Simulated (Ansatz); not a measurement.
`CB(F)O[SiH3]` + H₂O → `OB(F)O[SiH3]` + CH₄ at 500 K and 1 bar (formal hydrolysis of a B–C bond).

Calculated with Ansatz (gas phase, PBE0-D4/def2-TZVP geometries, no zero-point term in ΔE). CCSD(T)/CBS is the MP2 limit (def2-TZVPP, def2-QZVPP) plus CCSD(T) − MP2 in def2-TZVPP, frozen cores. This one scheme is used for every species. Each species was taken in one conformer, which may not be the lowest.

```tsv
species	CCSD(T)/CBS energy (Eh)	H − E (kJ/mol)	S (J/(mol·K))
`CB(F)O[SiH3]`	-530.66692	241.8	429.9
H₂O	-76.37941	73.2	206.3
`OB(F)O[SiH3]`	-566.62981	180.5	398.1
CH₄	-40.46206	135.6	206.8
```

H − E and S are ideal-gas, rigid-rotor, harmonic terms from PBE0-D4/def2-TZVP, for one conformer and one mirror image of each species. 1 Eh = 2625.50 kJ/mol, R = 8.31446 J/(mol·K).

By hand: ΔE, ΔH, ΔS and ΔG.

ΔE = (-566.62981) + (-40.46206) − (-530.66692) − (-76.37941) = -0.04554 Eh = -119.6 kJ/mol. Δ(H − E) = 180.5 + 135.6 − 241.8 − 73.2 = 1.1, so ΔH = -118.5 kJ/mol. ΔS = 398.1 + 206.8 − 429.9 − 206.3 = -31.3 J/(mol·K). ΔG = -118.5 − 500 × (-31.3)/1000 = -102.8 kJ/mol.

By hand: the equilibrium constant, and the temperature at which ΔG would vanish if ΔH and ΔS stayed fixed.

log₁₀ K = −ΔG/(RT ln 10) = 10.7. ΔG = 0 at ΔH/ΔS = 3786 K, far beyond where these terms or the molecules hold.

ΔH outweighs TΔS. A doubt of 5 kJ/mol in ΔE shifts log₁₀ K by 0.5 here. Other conformers and mirror images would add mixing entropy, several J/(mol·K) or more a flexible species. Modes under 60 cm⁻¹, often nearly free rotors, make the harmonic entropy too high. These are equilibria of isolated gas molecules and say nothing of rates. Largest T1 diagnostic: 0.012 (customary marks: 0.02 for closed shells, 0.045 for open ones).
